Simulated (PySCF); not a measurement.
**Electronic structure of Zr³⁺ (zirconium, charge +3) at the PBE0 level**

Configuration: [Kr] 4d1, 2D determinant. Computed with PySCF 2.14 in cc-pVTZ-PP with ECP28MDF (5s5p4d2f1g, 63 functions), with scalar relativity through the core potential.

```
Total energy                                                  : -45.1665 hartree
One-electron energy                                           : -66.6918 hartree
Hartree (Coulomb) energy                                      : 26.5644 hartree
Exchange-correlation energy                                   : -5.0391 hartree
⟨S²⟩                                                          : 0.7509
⟨L²⟩                                                          : 6.010
Sum of ⟨r⟩                                                    : 12.51 bohr
Sum of ⟨r²⟩                                                   : 19.79 bohr²
Traceless quadrupole moment −½Σ⟨3z² − r²⟩ along its main axis : 1.06 e·bohr²
Time after the integrals                                      : 0.88 s of wall time on 1 thread of Neoverse-N1 (shared host)
```

```csv
shell,electrons,mean orbital energy (hartree),spread (hartree),"rms radius, mean of both spins (bohr)"
4s α,1,-3.14614,0,1.29
4s β,1,-3.11816,0,1.29
4p α,3,-2.27387,0.00262,1.44
4p β,3,-2.23953,0.04519,1.44
4d α,1,-1.11279,0,1.99
```

Energies and moments cover only the electrons outside the core potential.
